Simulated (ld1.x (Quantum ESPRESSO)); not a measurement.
How hard is this H PAW potential?

hydrogen, PAW, made with ld1.x (Quantum ESPRESSO) 7.5 (PBE, scalar-relativistic). Core none, reference 1s1. Waves: 1s (bound): rcut 0.80, rcutus 1.00 bohr; 1s channel at 1.95 Ry: rcut 0.80, rcutus 1.00 bohr; 2p channel at 0.3 Ry: rcut 0.65, rcutus 0.90 bohr; 2p channel at 2.75 Ry: rcut 0.65, rcutus 0.90 bohr. Local part: all-electron potential smoothed inside 0.70 bohr (lloc = -1). Core correction: none. Augmentation charge: PSQ, inside the norm-conserving radii.

The pseudo-atom Hamiltonian at the reference potential is diagonalised in spherical Bessel functions j_l(qr) that vanish at 20 bohr, with q² up to the cutoff. All-electron valence levels (Ry): 1s -0.4772.

How do the lowest levels (Ry) of each channel move with the cutoff, and are there ghosts?

```json
{"cutoff (Ry)": "8", "s #1": "-0.4298", "p #1": "0.0294", "d #1": "0.0773", "f #1": "0.1194", "f #2": "0.2591", "Σ f·Δε (mRy)": "47.4"}
{"cutoff (Ry)": "10", "s #1": "-0.4434", "p #1": "0.0294", "d #1": "0.0773", "f #1": "0.1194", "f #2": "0.2591", "Σ f·Δε (mRy)": "33.8"}
{"cutoff (Ry)": "12", "s #1": "-0.4535", "p #1": "0.0294", "d #1": "0.0773", "f #1": "0.1194", "f #2": "0.2591", "Σ f·Δε (mRy)": "23.7"}
{"cutoff (Ry)": "15", "s #1": "-0.4609", "p #1": "0.0294", "d #1": "0.0773", "f #1": "0.1194", "f #2": "0.2591", "Σ f·Δε (mRy)": "16.3"}
{"cutoff (Ry)": "18", "s #1": "-0.4683", "p #1": "0.0294", "d #1": "0.0773", "f #1": "0.1194", "f #2": "0.2591", "Σ f·Δε (mRy)": "8.9"}
{"cutoff (Ry)": "21", "s #1": "-0.4715", "p #1": "0.0294", "d #1": "0.0773", "f #1": "0.1194", "f #2": "0.2591", "Σ f·Δε (mRy)": "5.7"}
{"cutoff (Ry)": "25", "s #1": "-0.4736", "p #1": "0.0294", "d #1": "0.0773", "f #1": "0.1194", "f #2": "0.2591", "Σ f·Δε (mRy)": "3.6"}
{"cutoff (Ry)": "30", "s #1": "-0.4755", "p #1": "0.0294", "d #1": "0.0773", "f #1": "0.1194", "f #2": "0.2591", "Σ f·Δε (mRy)": "1.7"}
{"cutoff (Ry)": "35", "s #1": "-0.4765", "p #1": "0.0294", "d #1": "0.0773", "f #1": "0.1194", "f #2": "0.2591", "Σ f·Δε (mRy)": "0.7"}
{"cutoff (Ry)": "40", "s #1": "-0.4769", "p #1": "0.0294", "d #1": "0.0773", "f #1": "0.1194", "f #2": "0.2591", "Σ f·Δε (mRy)": "0.3"}
{"cutoff (Ry)": "45", "s #1": "-0.4771", "p #1": "0.0294", "d #1": "0.0773", "f #1": "0.1194", "f #2": "0.2591", "Σ f·Δε (mRy)": "0.1"}
{"cutoff (Ry)": "400", "s #1": "-0.4772", "p #1": "0.0294", "d #1": "0.0773", "f #1": "0.1194", "f #2": "0.2591", "Σ f·Δε (mRy)": "0.0"}
```

Result: no extra level below or beside the all-electron valence levels (s, p, d, f tested); 10 mRy is reached at 18 Ry and 1 mRy at 35 Ry.
